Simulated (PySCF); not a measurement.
**Spin-rotation constants: `InChI=1S/C5H10P2Se/c1-3-7(8,4-2)5-6/h3-4H,1-2,5-6H2`**

Geometry (Å), atoms numbered from 1 in this order:
```xyz
18

C    -2.2414   -1.6702    0.2484
C    -0.9226   -1.7172    0.3510
P     0.0959   -0.2291    0.5133
Se    0.6014    0.1867    2.4990
C    -0.7894    1.0740   -0.3845
C    -1.0945    2.2163    0.2059
C     1.5564   -0.5920   -0.5579
P     2.4062    1.0268   -0.9346
H    -2.8471   -2.5621    0.2394
H    -2.7645   -0.7302    0.1621
H    -0.3857   -2.6508    0.4766
H    -1.0266    0.8569   -1.4189
H    -1.6061    3.0163   -0.3037
H    -0.8308    2.3832    1.2405
H     2.2139   -1.2815   -0.0208
H     1.2193   -1.0532   -1.4916
H     3.6427    0.4554   -1.2232
H     2.7643    1.2769    0.3873
```

Method: GIAO BHandHLYP/pcSseg-1 magnetisability, rotational g tensor and spin-rotation constants, non-relativistic, gas phase in PySCF 2.14.0. Geometry: GFN2-xTB.

The calculation is non-relativistic, which matters for the atoms heavier than Zn.

Question: Give the nuclear spin-rotation constants along the inertial axes (H = +C I·J) beside the isotropic shieldings.

Answer: Rotational constants 1.0040, 0.8238, 0.6458 GHz. A star marks the isotopologue with that one atom substituted, in its own axes.
```tsv
atom	isotope	Caa (kHz)	Cbb (kHz)	Ccc (kHz)	mean (kHz)	σ (ppm)
P3	31P	1.768	1.236	1.166	1.390	275.1
P8	31P	1.045	0.938	0.694	0.892	521.7
H9	1H	-0.035	-0.029	-0.034	-0.033	25.8
H10	1H	-0.109	-0.091	0.059	-0.047	26.0
H11	1H	-0.111	-0.093	0.070	-0.045	25.3
H12	1H	-0.070	0.039	-0.066	-0.032	25.7
H13	1H	-0.094	-0.057	0.035	-0.038	25.0
H14	1H	-0.061	0.044	-0.059	-0.025	24.6
H15	1H	-0.102	-0.063	-0.008	-0.058	29.5
H16	1H	-0.097	-0.004	-0.066	-0.056	30.1
H17	1H	-0.061	-0.081	-0.017	-0.053	29.4
H18	1H	-0.082	0.012	-0.066	-0.045	28.5
C1	13C*	0.248	0.210	0.295	0.251	50.6
C2	13C*	0.257	0.217	0.325	0.266	37.8
Se4	77Se*	0.841	0.636	0.685	0.721	2243.2
C7	13C*	0.144	0.131	0.094	0.123	163.6
```
For the geometry as given, no vibrational averaging.

Question: How do the rotational constants and the g tensor change when H9, H10, H11, H12, H13, H14, H15, H16, H17, H18 are replaced by deuterium?

Answer: Constants 0.8884, 0.7387, 0.5943 GHz; g -0.0011, -0.0061, -0.0091, against -0.0010, -0.0069, -0.0098 before.
